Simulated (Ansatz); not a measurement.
Ansatz (a program for electronic structure) input (RI-MP2/def2-QZVPPD):
A basis named .json is the Basis Set Exchange file of that set.

Ansatz 0.2 input:
```yaml
crystal:
  periodic: [false, false, false]
  atoms:
    - {symbol: La, position_ang: [0.06882502, 0.04039515, -0.00560318]}
    - {symbol: F, position_ang: [-1.76353394, -1.03506275, 0.14357276]}
    - {symbol: F, position_ang: [-0.32941070, 1.96226026, -0.91639130]}
    - {symbol: F, position_ang: [1.65705281, -1.18303346, 0.80830535]}
basis:
  gaussian:
    orbitals: def2-QZVPPD.json
    fitting: {mean_field: def2-universal-jkfit, correlation: def2-QZVPPD-RIFIT.json}
total_charge: 1
magnetization: {spin_polarized: true, initial_magnetization: 1}
correlation: {method: mp2, electrons: outside_noble_gas}
```

End of the output:

```
integrals: 0.34 GiB planned
458 factors; integrals over basis functions are off by at most 1.4e0 eV
mean field: 0.79 GiB planned
mean field evaluation 1: about -8954.0535 eV, gradient 5.5e1 eV
mean field evaluation 2: about -8958.0587 eV, gradient 4.6e1 eV
mean field evaluation 4: about -8963.8644 eV, gradient 2.4e0 eV
mean field evaluation 8: about -8963.9802 eV, gradient 3.1e-1 eV
mean field evaluation 16: about -8963.9933 eV, gradient 7.0e-3 eV
mean field evaluation 32: about -8954.0535 eV, gradient 5.5e1 eV
mean field evaluation 64: about -8963.6186 eV, gradient 4.6e0 eV
mean field evaluation 96: about -8964.5292 eV, gradient 5.0e0 eV
mean field evaluation 128: about -8964.7583 eV, gradient 6.5e-1 eV
mean field evaluation 160: about -8964.3585 eV, gradient 5.0e0 eV
mean field -8964.75923305 eV, -329.4488252827 hartree, gradient 1.7e-6 eV, S^2 0.756344; 20 other end points of the search recorded, 0 dependent functions left out
7 core orbitals not correlated, not the lowest: weight in the atoms' cores, before any rotation towards them, 0.636 or more for the frozen orbitals, at most 0.261 for the correlated occupied ones
723 factors; their error is unknown
reference -8964.75923305 eV, -329.4488252827 hartree; 12, 11 occupied and 260, 261 virtual orbitals, 723 factors
second order -22.97243065 eV of doubles, -0.00000000 eV of singles
Total energy: -8987.73166370 eV, -330.2930465378 hartree
```

The spin state was set by rule; other spins were not relaxed.
